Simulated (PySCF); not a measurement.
NbF3: from structure and modes to constants

These are results of PySCF, UB3LYP, basis Nb def2-SVP with ECP28, F def2-SVP (scalar-relativistic core potentials, no spin–orbit coupling, density fitting), not measurements.

The triplet minimum has C2v symmetry. Masses (u): Nb 92.90638, F 18.99840.

```xyz
4
charge 0 multiplicity 3, angstrom
Nb    0.0578    0.0000    0.0000
F     1.9227    0.0000    0.0000
F    -1.1097    1.4794    0.0000
F    -1.1097   -1.4794    0.0000
```

Harmonic wavenumbers (cm⁻¹): 66.8 (b2, ×1), 115.4 (b1, ×1), 172.6 (a1, ×1), 632.7 (b2, ×1), 671.2 (a1, ×1), 732.5 (a1, ×1).

(1) What is the harmonic zero-point energy?

(2) Find the vibrational entropy and heat capacity at 298.15 K.

Results:

(1) Half the sum of all 6 wavenumbers, 2391/2 = 1196 cm⁻¹, which is 14.3 kJ/mol (1 cm⁻¹ = 0.0119627 kJ/mol).

(2) With u = 1.43878 ω/T, each mode gives S = R[u/(eᵘ−1) − ln(1−e⁻ᵘ)] and C = R u² eᵘ/(eᵘ−1)².
```csv
ω (cm⁻¹),u,S (J/(mol K)),C (J/(mol K))
66.8,0.322,17.76,8.24
115.4,0.557,13.29,8.10
172.6,0.833,10.07,7.85
632.7,3.053,1.66,4.03
671.2,3.239,1.43,3.70
732.5,3.535,1.13,3.21
```
The sums over all modes are S = 45.3 and C = 35.1 J/(mol K); the softest mode gives 39 % of the entropy.

Only a few start shapes were tried, so a lower isomer may exist. Other spin states or occupations of the open shell can lie lower.
